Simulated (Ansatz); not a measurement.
Relaxation of FH7NO4Ta (14 atoms, charge 0, multiplicity 1), to a largest force component of 0.03 eV/Å in at most 50 steps.

Theory: RKS PBE/def2-SVP (Ansatz 0.2.0).

```xyz
14
Properties=species:S:1:pos:R:3:forces:R:3
Ta -0.051 -0.063 -0.011 0.30 -0.26 -0.08
O 1.952 -0.144 0.039 -0.41 0.33 0.18
H 2.332 -0.558 0.837 -0.01 0.02 -0.03
O -0.147 -0.420 1.886 0.01 -0.03 0.05
H -0.477 -0.846 2.690 0.01 0.03 -0.06
O -0.060 -0.060 -1.931 -0.06 -0.04 -0.04
H -0.421 -0.667 -2.598 0.04 0.05 0.04
N -1.107 1.621 0.066 0.02 0.12 -0.01
H -1.031 2.274 0.854 -0.03 -0.04 -0.06
H -1.507 2.080 -0.760 0.04 -0.05 0.08
O -1.177 -1.658 -0.270 0.03 0.04 0.00
H -1.524 -2.056 0.548 0.01 0.00 -0.01
F 1.442 2.336 1.353 -0.11 0.32 0.27
H 2.090 1.895 0.844 0.17 -0.49 -0.32
```

Task: Where does it end, and by what steps?

Result: It converged. The force dipped under the threshold on the way, but the program's further checks kept it going. After 44 steps the energy has fallen by 0.669 eV; F13 moved furthest, 2.92 Å.

| step | energy less start (eV) | largest force component (eV/Å) | accepted |
| --- | --- | --- | --- |
| 0 | 0.0000 | 0.495 | yes |
| 2 | -0.1799 | 0.957 | yes |
| 4 | -0.2194 | 0.331 | yes |
| 6 | -0.2128 | 0.541 | no |
| 8 | -0.2395 | 0.093 | yes |
| 10 | -0.2498 | 0.591 | yes |
| 12 | -0.2694 | 0.505 | yes |
| 14 | -0.2979 | 0.300 | yes |
| 16 | -0.3070 | 0.165 | yes |
| 18 | -0.3098 | 0.029 | yes |
| 20 | -0.3116 | 0.145 | yes |
| 22 | -0.3140 | 0.247 | yes |
| 24 | -0.3157 | 0.327 | yes |
| 26 | -0.3287 | 0.269 | yes |
| 28 | -0.3333 | 0.208 | yes |
| 30 | -0.3455 | 0.620 | yes |
| 32 | -0.3880 | 0.732 | yes |
| 34 | -0.5013 | 0.669 | yes |
| 36 | -0.6172 | 0.407 | yes |
| 38 | -0.6558 | 0.189 | yes |
| 40 | -0.6640 | 0.125 | yes |
| 42 | -0.6676 | 0.146 | yes |
| 44 | -0.6689 | 0.028 | yes |

```xyz
14
Properties=species:S:1:pos:R:3
Ta -0.363 -0.129 0.177
O 1.640 0.093 0.581
H 1.972 -0.083 1.477
O -0.485 -0.575 2.063
H -0.122 -0.445 2.953
O 0.231 0.541 -1.490
H 1.102 1.000 -1.678
N -1.632 1.377 0.431
H -2.186 1.538 1.277
H -1.835 2.076 -0.288
O -1.200 -1.744 -0.454
H -1.794 -2.313 0.067
F 2.605 1.478 -1.185
H 2.381 0.919 -0.386
```

Whether the end is a true minimum wasn't checked by a vibrational analysis.

Run time: 110 s on 4 threads of Arm Neoverse V1 (shared host), peak memory 0.22 GiB.
